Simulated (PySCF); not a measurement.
A GIAO shielding run with PySCF 2.14 (density fitting, non-relativistic, gas phase) on SMILES C[C@H](N)C[SiH2][SiH2][SiH2]F, C$_{3}$H$_{14}$FNSi$_{3}$:

```
$ OMP_NUM_THREADS=1 python probes_run.py task.json out

{"job": {"kind": "nmr", "xc": "PBE0", "basis": "pcSseg-1"}, "charge": 0, "multiplicity": 1}
C     -2.584962     0.950557     0.590669
C     -1.459451     0.261564    -0.187818
N     -0.535989    -0.455685     0.685744
C     -0.645706     1.256199    -1.006305
Si     0.710457     0.357346    -2.004094
Si     1.532884    -1.430430    -0.786034
Si     2.608330    -1.038509     1.211929
F      2.279282     0.485480     1.677903
H     -3.142331     0.227689     1.185477
H     -2.170651     1.704868     1.258626
H     -3.277216     1.437429    -0.091755
H     -1.901595    -0.482496    -0.862992
H     -1.017955    -1.177890     1.210257
H     -0.132733     0.194822     1.353522
H     -1.312441     1.815042    -1.661744
H     -0.194379     1.979989    -0.325495
H      0.090506    -0.026692    -3.285157
H      1.710582     1.377702    -2.357318
H      2.585058    -2.043355    -1.647070
H      0.595815    -2.558943    -0.666657
H      2.182348    -1.787382     2.395346
H      4.069737    -1.027920     1.211431
```

Hardware: 1 thread of an Arm Neoverse N1, shared host. The job also computes population analyses, field gradients.

(1) How large is the calculation?

(2) How long does it take, and how much memory does it need?

Results:

(1) 90 electrons, 227 basis functions and 1245 auxiliary functions.

(2) 81 s of wall time, with 12 SCF cycles and 4 response iterations; peak memory 1.1 GiB. Times on a shared host scatter by some tens of per cent.
